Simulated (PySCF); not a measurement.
# BP86 on Hg⁺ (mercury, charge +1)

Configuration: [Xe] 4f14 5d10 6s1, 2S determinant. All numbers are calculated (PySCF 2.14, scalar relativity through the core potential, in cc-pVDZ-PP with ECP60MDF).

```json
{"Total energy": "-153.2551 hartree", "One-electron energy": "-263.1390 hartree", "Hartree (Coulomb) energy": "123.6851 hartree", "Exchange-correlation energy": "-13.8012 hartree", "⟨S²⟩": "0.7507", "⟨L²⟩": "0.000", "Sum of ⟨r⟩": "25.74 bohr", "Sum of ⟨r²⟩": "43.02 bohr²", "Time after the integrals": "0.45 s of wall time on 1 thread of Neoverse-V2 (shared host)"}
```

| shell | electrons | mean orbital energy (eV) | rms radius, mean of both spins (bohr) |
| --- | --- | --- | --- |
| 5s α | 1 | -126.56 | 0.968 |
| 5s β | 1 | -126.47 | 0.968 |
| 5p α | 3 | -76.215 | 1.11 |
| 5p β | 3 | -76.136 | 1.11 |
| 5d α | 5 | -19.308 | 1.61 |
| 5d β | 5 | -19.004 | 1.61 |
| 6s α | 1 | -15.212 | 2.81 |

Energies and moments cover only the electrons outside the core potential. Spin-orbit coupling, which splits the p, d and f shells strongly at this Z, is absent.
